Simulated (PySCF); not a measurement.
Si(Cl)3(SMe) (CH3Cl3SSi), SMILES CS[Si](Cl)(Cl)Cl. Atoms are numbered in the order given.

```xyz
9

C      0.0059     2.7277     0.0000
S     -1.2847     1.4130     0.0000
Si    -0.0246    -0.2848     0.0000
Cl     1.2092    -0.3225     1.6547
Cl    -1.2336    -1.9423     0.0000
Cl     1.2092    -0.3225    -1.6547
H     -0.5341     3.6833     0.0000
H      0.6288     2.6570    -0.9015
H      0.6288     2.6570     0.9015
```

Geometry: B3LYP-D3(BJ)/def2-SVP. This is a generated structure with no PubChem entry under its InChIKey; it may be hypothetical. The values are those of a single conformer.

Computed with PySCF with PBE/pcSseg-1.

GIAO shieldings, no solvent; atoms listed in one row are averaged. δ = σ(ref) − σ: ¹³C against TMS (σ = 182.0 ppm); ³³S against H2S (σ = 706.5 ppm); ²⁹Si against TMS (σ = 335.4 ppm); ³⁵Cl against HCl (σ = 936.5 ppm); ¹H against TMS (σ = 31.49 ppm), references at their B3LYP-D3(BJ)/def2-TZVP geometries, non-relativistic (without spin–orbit terms, shifts of atoms bonded to Cl or Br come out too high).

Computed chemical shifts:
| nucleus | atoms | count | δ (ppm) |
|---|---|---|---|
| ¹³C | C1 | 1 | 19.8 |
| ³³S | S2 | 1 | 191.3 |
| ²⁹Si | Si3 | 1 | 38.1 |
| ³⁵Cl | Cl6, Cl4 | 2 | 214.1 |
| ³⁵Cl | Cl5 | 1 | 190.1 |
| ¹H | H7, H8, H9 | 3 | 2.49 |
